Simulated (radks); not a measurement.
Problem. All-electron atom: the strontium ion Sr9+ in [Ar] 3d(3/2: 4, 5/2: 5) 4s2 (not the ground configuration). Method: Dirac Kohn-Sham, relativistic LDA (MacDonald-Vosko exchange, VWN5 correlation), spin-unpolarised, spherical densities, finite nucleus; Fermi nuclear charge, rms radius 4.224 fm; computed with a radial shooting solver on a logarithmic mesh with Libxc functionals.

Spin-orbit splittings of the eigenvalues, e(l+1/2) - e(l-1/2), with zeta = 2 splitting/(2l+1) and mean radii in bohr:

shell  occ.  splitting (eV)  zeta (eV)  <r> j=l-1/2  <r> j=l+1/2
2p        6               ?          ?       0.1476       0.1518
3p        6           10.86      7.239       0.4833       0.4931
3d        9           1.968     0.7873       0.4760       0.4792

Estimate the 2p splitting.

Solution. 67.97 eV (zeta = 45.32 eV).
